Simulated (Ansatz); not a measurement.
One change: `[NH2][Mo]([NH2])(=[O])=[O]` becomes `[NH2][Mo](=[O])(=[O])[Cl]`.

Ansatz, PBE0-D4/def2-TZVP geometries, multiplicity 1. Each molecule was computed in one conformer, which needn't be the lowest.

Elements past krypton have def2 core potentials.

```
                                                                                  property  `[NH2][Mo]([NH2])(=[O])=[O]`
                                                         HOMO energy (PBE/def2-TZVPP) / eV                         -6.30
                                                       LUMO energy (B3LYP/def2-TZVPP) / eV                         -2.00
                                                     HOMO–LUMO gap (B3LYP/def2-TZVPP) / eV                          5.45
                                          size of the dipole moment (B3LYP/def2-TZVPP) / D                          4.00
ideal-gas entropy at 298 K and 1 bar (rigid rotor, harmonic PBE0-D4/def2-TZVP) / J/(mol·K)                           342
                                                     LUMO energy (ωB97M-V/def2-TZVPP) / eV                          0.45
```

**Question.** Give the same properties after the change, and the shifts. (Estimate.)

**Answer.** The calculation gave: 
```csv
property,`[NH2][Mo](=[O])(=[O])[Cl]`,shift
HOMO energy (PBE/def2-TZVPP) / eV,-7.45,-1.15
LUMO energy (B3LYP/def2-TZVPP) / eV,-2.79,-0.79
HOMO–LUMO gap (B3LYP/def2-TZVPP) / eV,5.81,0.36
size of the dipole moment (B3LYP/def2-TZVPP) / D,3.86,-0.14
"ideal-gas entropy at 298 K and 1 bar (rigid rotor, harmonic PBE0-D4/def2-TZVP) / J/(mol·K)",342,0
LUMO energy (ωB97M-V/def2-TZVPP) / eV,-0.50,-0.95
```

With PBE0 the HOMO falls by 1.17 eV and the LUMO falls by 0.81 eV, so the gap widens by about 0.36 eV. PBE moves the HOMO by -1.15 eV and ωB97M-V by -1.15 eV. The zero-point energy changes by -61.5 kJ/mol with -6 modes. Dipoles are sizes alone; their direction can turn.

B3LYP here is the variant with VWN-RPA as its local correlation; programs differ in this.
